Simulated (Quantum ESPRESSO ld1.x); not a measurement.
Results of a calculation; reference values are marked as such.
All-electron atom: Er50+ in [Ar].

Level of theory: scalar-relativistic Kohn-Sham, revPBE, spin-unpolarised, spherical densities, point nucleus (ld1.x of Quantum ESPRESSO 7.5).

Energy parts (hartree):
part                      energy
total                 -10706.782
kinetic                11789.065
electron-nucleus      -23667.505
Hartree                 1330.975
exchange-correlation    -159.317

Orbitals (lengths in bohr, moments of r in powers of bohr; r(90%) holds 90 % of the orbital's charge):
orbital  occ.  eigenvalue (hartree)  r(90%)
1s          2              -2232.93  0.0369
2s          2              -475.357   0.132
2p          6              -435.167   0.123
3s          2              -183.476   0.304
3p          6              -171.339   0.304

The highest occupied level is 3p at -4662.4 eV. Summed over all electrons, <r^2> = 0.4525 bohr^2, which gives a Langevin (diamagnetic) susceptibility term of -0.358 x 10^-6 cm^3/mol.
